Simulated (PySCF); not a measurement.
Species: 2,4-hexanedione, C6H10O2.
Cartesian coordinates in Å at the PBE0-D3(BJ)/def2-SVP level; atoms count from 1:
```xyz
18
C6H10O2 angstrom
C      2.598    0.399   -0.731
C      1.501   -0.260    0.078
C      0.288   -0.633   -0.734
O      0.230   -0.511   -1.934
C     -0.921   -1.107    0.064
C     -1.761    0.132    0.361
C     -2.755    0.512   -0.698
O     -1.573    0.777    1.363
H      2.244    1.336   -1.184
H      2.925   -0.253   -1.553
H      3.469    0.629   -0.100
H      1.146    0.377    0.908
H      1.855   -1.185    0.570
H     -1.479   -1.826   -0.551
H     -0.617   -1.553    1.020
H     -3.576   -0.223   -0.710
H     -2.276    0.472   -1.689
H     -3.160    1.512   -0.497
```

Computed with PySCF at CAM-B3LYP/def2-SVPD, non-relativistic, on one gas-phase PBE0-D3(BJ)/def2-SVP geometry that isn't relaxed in the solvent. The solvent is an IEF-PCM continuum (van der Waals radii × 1.2). Specific hydrogen bonds and non-electrostatic terms are outside this model.

Gas phase at CAM-B3LYP/def2-SVPD: HOMO -8.93 eV, LUMO -0.19 eV, dipole 1.63 D.

Problem. What does the continuum do to the energy, the frontier levels and the dipole at CAM-B3LYP/def2-SVPD in benzene and dichloromethane?

Solution. 
```csv
solvent,ε,E(solvent) − E(gas) (kJ/mol),polarisation term (kJ/mol),distortion of the solute (kJ/mol),HOMO (eV),LUMO (eV),dipole (D)
benzene,2.271,-15.48,-16.72,1.24,-8.92,-0.15,1.91
dichloromethane,8.93,-29.46,-34.18,4.72,-8.94,-0.13,2.23
```

Polarisation term: ½ Σ q·V over the induced surface charges. Distortion: the rise of the solute's own energy as its density leaves the gas-phase optimum. From benzene to dichloromethane the lowering changes by a factor 1.90, Onsager's factor (ε − 1)/(2ε + 1) by 1.83 and ε itself by 3.9.

Problem. Which radius a makes the point-dipole formula ΔE = −[(ε − 1)/(2ε + 1)]·μ²/a³ give the value in dichloromethane, with the gas-phase dipole?

Solution. μ = 0.642 au and |ΔE| = 0.01122 Eh give a = 1.32 Å; the farthest nucleus lies 3.65 Å from the centroid of the nuclei, so such a sphere wouldn't even hold the nuclei. The formula assumes a rigid point dipole at the centre of a sphere.

Problem. Give the dipole vector in the frame of the coordinates (D, pointing from negative to positive charge), gas and dichloromethane.

Solution. Gas (-0.14, -1.60, 0.29), solvent (-0.24, -2.16, 0.48). Its length changes by +37 % and its direction by 3°.

Problem. How does the static polarisability (CAM-B3LYP/def2-SVPD, frozen core, with the continuum's full static response) change?

Solution. 
```
         medium  isotropic (au)  principal values (au)  ⟨r²⟩ of the electrons (bohr²)
            gas            77.5       67.1, 78.8, 86.6                         1153.8
        benzene            87.4       75.8, 91.2, 95.3                         1153.8
dichloromethane            98.4     86.2, 102.9, 106.2                         1153.8
```

The isotropic value in dichloromethane is 1.27 times the gas-phase one; no cavity-field correction is applied. ⟨r²⟩ is taken about the centre of nuclear charge.
